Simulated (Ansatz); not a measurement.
# Worked example: a bond strength in C2H5InO (SMILES C[C](=O)[InH2])

C2H5InO: 9 atoms, total charge 0, spin state singlet. SMILES: `C[C](=O)[InH2]`. The shape was relaxed beforehand at B3LYP/def2-SVP.

```xyz
9

C     0.3512    1.2072   -0.8531
C     0.6029   -0.0785   -0.1019
O     1.6969   -0.5986   -0.0456
In   -0.8779   -1.3137    1.0520
H     1.2788    1.5763   -1.3199
H    -0.4211    1.0370   -1.6226
H    -0.0521    1.9633   -0.1578
H    -1.6028   -2.6917    0.2700
H    -0.9758   -1.1015    2.7786
```

Wanted: the dissociation energy of the In4–C2 bond into doublet InH2 and doublet C2H3O (shapes relaxed at B3LYP/def2-SVP, no zero-point term). 1 Eh = 2625.50 kJ/mol = 27.2114 eV. Totals in Eh; open shells run unrestricted unless said.

```
                                                level  program      C2H5InO  doublet InH2  doublet C2H3O
                      B3LYP/def2-SVP (core potential)   Ansatz  -344.476768   -191.337442    -153.067440
                    wB97M-V/def2-SVP (core potential)   Ansatz  -344.280067   -191.199146    -152.998457
MP2/def2-SVP (core potential), 7 core orbitals frozen   Ansatz  -343.088461   -190.396713    -152.614216
```

Task: Work out the dissociation energy at each level.

Result: 
1. B3LYP/def2-SVP (core potential): (-191.337442) + (-153.067440) − (-344.476768) = 0.071886 Eh = 188.7 kJ/mol = 1.96 eV.
2. wB97M-V/def2-SVP (core potential): (-191.199146) + (-152.998457) − (-344.280067) = 0.082464 Eh = 216.5 kJ/mol = 2.24 eV.
3. MP2/def2-SVP (core potential): (-190.396713) + (-152.614216) − (-343.088461) = 0.077532 Eh = 203.6 kJ/mol = 2.11 eV.

The levels span 189 to 217 kJ/mol; no measured value is set beside them. A bond enthalpy at 298 K also holds the loss of zero-point energy and thermal terms.
